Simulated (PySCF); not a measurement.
C6H3B, SMILES C#CB(C#C)C#C. Geometry: PBE0-D3(BJ)/def2-SVP.

All values below come from PBE0-D3(BJ)/def2-SVP run with PySCF 2.14.0.

Harmonic wavenumbers (cm⁻¹): 111, 111, 139, 280, 280, 310, 502, 502, 568, 654, 689, 692, 692, 784, 784, 785, 1147, 1147, 2175, 2182, 2182, 3477, 3477, 3477. Rotational constants (GHz): 2.537, 2.537, 1.268; symmetry number 6.

Task: Work out the zero-point energy and the ideal-gas rigid-rotor harmonic-oscillator thermochemistry at 298.15 K and 1 atm.

Result: ZPE = ½ Σ hcν = ½ × 27148 cm⁻¹ = 38.81 kcal/mol. H − E(el) = 44.18 kcal/mol. Entropy in cal/(mol K): translation 39.26, rotation 24.51, vibration 17.63, total 81.40. G − E(el) = 19.91 kcal/mol. Cp = 28.40 cal/(mol K). Modes under 150 cm⁻¹ make the vibrational entropy uncertain.
